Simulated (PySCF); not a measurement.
SMILES c1ccc(Oc2ccco2)cc1 (C10H8O2), singlet (GFN2-xTB optimised geometry):

```
20

C     -2.281    -2.594     0.000
C     -0.899    -2.594     0.000
C     -0.184    -1.407     0.000
C     -0.869    -0.199     0.000
O     -0.312     1.057     0.000
C      0.994     1.350     0.000
C      1.521     2.612     0.000
C      2.927     2.439     0.000
C      3.149     1.102     0.000
O      1.972     0.426     0.000
C     -2.265    -0.197     0.000
C     -2.962    -1.386     0.000
H     -2.825    -3.526     0.000
H     -0.358    -3.529     0.000
H      0.892    -1.436     0.000
H      0.971     3.529     0.000
H      3.665     3.214     0.000
H      4.042     0.511     0.000
H     -2.776     0.753     0.000
H     -4.042    -1.372     0.000
```

Method: PySCF with PBE/def2-SVP.

Q: What are the frontier orbital energies and the dipole moment?

A: HOMO-2 -6.37 eV, HOMO-1 -6.25 eV, HOMO -4.82 eV, LUMO -1.06 eV, LUMO+1 -1.00 eV; dipole moment 0.51 D.

Meta-Löwdin charges at PBE/def2-SVP: C1 -0.12, C2 -0.10, C3 -0.16, C4 0.18, O5 -0.25, C6 0.32, C7 -0.21, C8 -0.16, C9 0.00, O10 -0.23, C11 -0.13, C12 -0.10, H13 0.11, H14 0.11, H15 0.13, H16 0.13, H17 0.12, H18 0.13, H19 0.12, H20 0.11.
